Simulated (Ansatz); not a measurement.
Relaxation of H8NPSi2 (12 atoms, charge 0, multiplicity 1), to a largest force component of 0.02 eV/Å in at most 50 steps.

Method: RKS BLYP/cc-pVDZ (Ansatz).

```xyz
12
Properties=species:S:1:pos:R:3
Si -0.556 1.904 0.021
N -0.856 0.277 -0.089
Si 0.581 -0.529 0.105
P 0.156 -2.661 0.073
H -0.105 2.277 1.345
H 0.333 2.411 -1.049
H -1.897 2.590 -0.174
H -1.461 0.010 0.630
H 1.191 -0.196 1.488
H 1.545 -0.231 -0.969
H 1.381 -3.178 -0.069
H -0.234 -2.729 -1.278
```

Where does it end, and by what steps?

It converged. After 14 steps the energy has fallen by 1.341 eV; H5 moved furthest, 0.94 Å. Parted: Si1–Si3.

```json
{"step": "0", "energy less start (eV)": "0.0000", "largest force component (eV/Å)": "4.349", "accepted": "yes"}
{"step": "1", "energy less start (eV)": "-1.0081", "largest force component (eV/Å)": "2.048", "accepted": "yes"}
{"step": "2", "energy less start (eV)": "-1.2284", "largest force component (eV/Å)": "0.668", "accepted": "yes"}
{"step": "3", "energy less start (eV)": "-1.2808", "largest force component (eV/Å)": "0.401", "accepted": "yes"}
{"step": "4", "energy less start (eV)": "-1.2976", "largest force component (eV/Å)": "0.478", "accepted": "yes"}
{"step": "5", "energy less start (eV)": "-1.3284", "largest force component (eV/Å)": "0.148", "accepted": "yes"}
{"step": "6", "energy less start (eV)": "-1.3353", "largest force component (eV/Å)": "0.065", "accepted": "yes"}
{"step": "7", "energy less start (eV)": "-1.3367", "largest force component (eV/Å)": "0.063", "accepted": "yes"}
{"step": "8", "energy less start (eV)": "-1.3375", "largest force component (eV/Å)": "0.049", "accepted": "yes"}
{"step": "9", "energy less start (eV)": "-1.3385", "largest force component (eV/Å)": "0.053", "accepted": "yes"}
{"step": "10", "energy less start (eV)": "-1.3393", "largest force component (eV/Å)": "0.061", "accepted": "yes"}
{"step": "11", "energy less start (eV)": "-1.3401", "largest force component (eV/Å)": "0.056", "accepted": "yes"}
{"step": "12", "energy less start (eV)": "-1.3403", "largest force component (eV/Å)": "0.051", "accepted": "yes"}
{"step": "13", "energy less start (eV)": "-1.3405", "largest force component (eV/Å)": "0.031", "accepted": "yes"}
{"step": "14", "energy less start (eV)": "-1.3406", "largest force component (eV/Å)": "0.020", "accepted": "yes"}
```

```xyz
12
Properties=species:S:1:pos:R:3
Si -0.728 2.109 -0.047
N -0.583 0.420 0.478
Si 0.773 -0.711 0.323
P -0.072 -2.804 -0.184
H -0.386 3.114 1.028
H 0.212 2.306 -1.202
H -2.148 2.373 -0.479
H -1.333 0.104 1.108
H 1.556 -0.889 1.605
H 1.687 -0.129 -0.720
H 1.244 -3.401 -0.271
H -0.146 -2.547 -1.606
```

Run time: 42 s on 2 threads of Arm Neoverse V1, on a shared host, peak memory 0.16 GiB.
